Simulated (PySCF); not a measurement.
PySCF job for VF5, SMILES [F][V]([F])([F])([F])[F], multiplicity 1, PBE0/pcSseg-1. Geometry: ωB97X-D3(BJ)/def2-SVP. The spin state was assumed, not searched. The isomer is the one that the SMILES or the coordinates give; other isomers of the formula were not compared.

```python
import numpy as np
from pyscf import gto, scf, dft
from pyscf.prop.nmr import rks as nmr

mol = gto.M(
    atom='''
    V    -0.00000000    0.00000000    0.00000000
    F    -0.00000000    0.00000000    1.72098276
    F    -0.00000000   -0.00000000   -1.72098276
    F    -1.68425399    0.00000000    0.00000000
    F     0.84212700    1.45860675   -0.00000001
    F     0.84212700   -1.45860675    0.00000001
    ''',
    basis='pcSseg-1',
    charge=0,
    spin=0,
    max_memory=1600,
    verbose=3,
)
mf = dft.RKS(mol, xc='pbe0')
mf.grids.level = 3
mf.conv_tol = 1e-10
mf.max_cycle = 100
mf.kernel()
n = nmr.NMR(mf)
n.verbose = 2
n.max_cycle_cphf = 60
sigma = n.kernel()
print('atom   isotropic/ppm   span/ppm')
for i, s in enumerate(sigma):
    w = np.linalg.eigvalsh((s + s.T) / 2)
    print(f'{mol.atom_symbol(i):2s}{i + 1:3d} {w.mean():14.3f} {w[2] - w[0]:11.3f}')
```

Log of the run:

```
converged SCF energy = -1442.57109262806
atom   isotropic/ppm   span/ppm
V   1      -1213.682      91.545
F   2       -315.098     703.695
F   3       -315.098     703.695
F   4       -358.057     759.649
F   5       -358.040     759.594
F   6       -358.040     759.594
```

The calculation finished and met its thresholds.

Cost: around 29 core-seconds (rough).
